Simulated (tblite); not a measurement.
Compound: C7H13OP.
Cartesian coordinates in Å at the GFN2-xTB level; atoms count from 1:
```xyz
22
C7H13OP angstrom
C      2.922    0.448   -0.729
C      2.039   -0.401    0.172
P      0.688    0.660    0.845
O      1.180    1.837    1.573
C     -0.499    0.917   -0.496
C     -1.517    0.064   -0.422
C     -2.675    0.004   -1.360
C     -1.467   -0.946    0.698
C     -0.468   -0.461    1.747
H      3.260    1.326   -0.182
H      2.363    0.784   -1.600
H      3.793   -0.112   -1.068
H      1.617   -1.250   -0.366
H      2.607   -0.770    1.030
H     -0.398    1.693   -1.236
H     -3.603    0.191   -0.820
H     -2.746   -0.989   -1.803
H     -2.577    0.739   -2.154
H     -1.151   -1.908    0.284
H     -2.462   -1.092    1.126
H     -0.959    0.161    2.499
H      0.042   -1.276    2.260
```

Computed with GFN2-xTB (tblite): harmonic, unscaled wavenumbers at the GFN2-xTB geometry, gas phase. Errors from tens to a few hundred cm⁻¹ against measured bands are possible. One conformer, not necessarily the lowest.

Harmonic wavenumbers (cm⁻¹): 55.5, 87.2, 107.1, 126.4, 165.3, 189.0, 244.1, 269.2, 289.0, 352.3, 376.4, 437.6, 462.9, 530.0, 646.6, 745.1, 758.8, 764.0, 779.9, 836.1, 875.4, 932.4, 967.4, 999.3, 1006.6, 1013.5, 1048.4, 1073.6, 1099.9, 1104.0, 1161.3, 1215.0, 1224.0, 1241.3, 1248.6, 1277.1, 1316.6, 1397.8, 1403.6, 1431.7, 1437.5, 1470.1, 1474.4, 1476.0, 1489.3, 1495.2, 1683.3, 2937.7, 2946.9, 2960.5, 2971.1, 2977.9, 2985.5, 3001.0, 3014.7, 3017.3, 3022.6, 3032.9, 3051.5, 3096.8.

A = 2244, B = 977.7, C = 880.5 MHz; mass 144.070 u (most abundant isotopes); point group C1, symmetry number 1.

Problem. Zero-point energy?

Solution. Half the sum of the wavenumbers: 40401 cm⁻¹ = 483.30 kJ/mol.

Problem. What is S at 400 K and 1 bar for an ideal gas of classical rigid rotors and harmonic oscillators?

Solution. Translation 176.95, rotation 127.09, vibration 180.21: S = 484.3 J/(mol K).

Problem. And Cp and H(400 K) − H(0)?

Solution. Cp = 223.83 J/(mol K), of which vibrations give 190.57 (their classical limit is 60 R = 498.9); H(400 K) − H(0) = 51.50 kJ/mol without the zero-point energy, 38.19 from vibrations.

Problem. Which modes carry the vibrational entropy at 400 K?

Solution. 55.5 cm⁻¹: 21.73; 87.2 cm⁻¹: 17.99; 107.1 cm⁻¹: 16.30; 126.4 cm⁻¹: 14.94; 165.3 cm⁻¹: 12.76; 189.0 cm⁻¹: 11.68 J/(mol K); the other 54 give 84.82 together.

Problem. Blend soft modes into free rotors: weight 1/[1 + (100 cm⁻¹/ν̃)⁴] for the oscillator and the rest for a rotor with moment μB/(μ + B), μ = h/(8π²ν), B = 10⁻⁴⁴ kg m². What vibrational entropy results?

Solution. 169.44 J/(mol K) in place of 180.21, which changes −T·S at 400 K by +4.31 kJ/mol.

Problem. How do the functions run with temperature in this model?

Solution. 
```csv
T (K),S (J/(mol K)),Cp (J/(mol K)),H − H(0) (kJ/mol),G − H(0) (kJ/mol),ln q(vib)
50,246.1,55.6,2.06,-10.25,0.40
100,293.7,83.8,5.57,-23.80,1.60
298.15,425.9,175.3,31.14,-95.83,7.27
373.15,469.1,211.4,45.65,-129.41,9.42
500,538.8,265.7,76.03,-193.38,13.06
750,662.3,342.6,152.79,-343.91,20.07
1000,768.2,393.3,245.19,-523.06,26.68
```

q(vib) and H(0) count from the zero-point level.

Problem. What must be added to the electronic energy to get the Gibbs energy at 400 K and 1 bar?

Solution. ZPE + [H(400 K) − H(0)] − T·S = 483.30 + 51.50 − 193.70 = 341.10 kJ/mol.

Hindered rotation and anharmonicity are outside this model. Other conformers, if any are populated, would add a mixing term that is left out. The structure is chiral; the term R ln 2 for an equal mix with its mirror image is left out.
